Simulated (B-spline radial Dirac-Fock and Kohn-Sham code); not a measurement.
**X-ray form factors of arsenic in several charge states**

The computed values come from an atomic code on a B-spline grid: configuration-average Dirac-Fock orbitals.

Configurations: As [Ar] 3d10 4s2 4p3; As⁺ [Ar] 3d10 4s2 4p2; As²⁺ [Ar] 3d10 4s2 4p1; As⁵⁺ [Ar] 3d10. The first column is f₀ of As, the others are differences from it.

```
s (Å⁻¹)      As   Δ As⁺  Δ As²⁺  Δ As⁵⁺
      0  33.000  -1.000  -2.000  -5.000
    0.1  30.467  -0.424  -0.975  -3.125
    0.2  26.229  +0.029  -0.007  -0.710
    0.3  22.723  +0.048  +0.114  +0.193
    0.4  19.727  +0.011  +0.040  +0.261
    0.5  16.990  -0.004  -0.002  +0.129
    0.7  12.441  -0.003  -0.009  -0.029
    0.9   9.410   0.000  -0.002  -0.031
    1.1   7.630   0.000  +0.001  -0.007
    1.4   6.231   0.000   0.000  +0.005
```
